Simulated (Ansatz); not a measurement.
One change: `FC[SiH2]O[SiH3]` becomes `FC[SiH2][SiH2]F`.

Ansatz, PBE0-D4/def2-TZVP geometries, multiplicity 1. Each molecule was computed in one conformer, which needn't be the lowest.

| property | `FC[SiH2]O[SiH3]` |
| --- | --- |
| HOMO–LUMO gap (PBE/def2-TZVPP) / eV | 5.90 |
| LUMO energy (B3LYP/def2-TZVPP) / eV | -0.33 |
| LUMO energy (ωB97M-V/def2-TZVPP) / eV | 1.59 |
| LUMO energy (PBE0/def2-TZVPP) / eV | -0.12 |
| HOMO energy (B3LYP/def2-TZVPP) / eV | -8.18 |
| HOMO–LUMO gap (B3LYP/def2-TZVPP) / eV | 7.85 |

Problem. Give the same properties after the change, and the shifts. (Best estimate.)

Solution. Computed: 
| property | `FC[SiH2][SiH2]F` | shift |
| --- | --- | --- |
| HOMO–LUMO gap (PBE/def2-TZVPP) / eV | 5.47 | -0.43 |
| LUMO energy (B3LYP/def2-TZVPP) / eV | -0.89 | -0.56 |
| LUMO energy (ωB97M-V/def2-TZVPP) / eV | 1.05 | -0.54 |
| LUMO energy (PBE0/def2-TZVPP) / eV | -0.70 | -0.58 |
| HOMO energy (B3LYP/def2-TZVPP) / eV | -8.09 | 0.09 |
| HOMO–LUMO gap (B3LYP/def2-TZVPP) / eV | 7.20 | -0.65 |

With PBE0 the HOMO rises by 0.10 eV and the LUMO falls by 0.58 eV, so the gap narrows by about 0.68 eV. PBE moves the HOMO by -0.12 eV and ωB97M-V by 0.33 eV.

B3LYP here is the variant with VWN-RPA as its local correlation; programs differ in this.
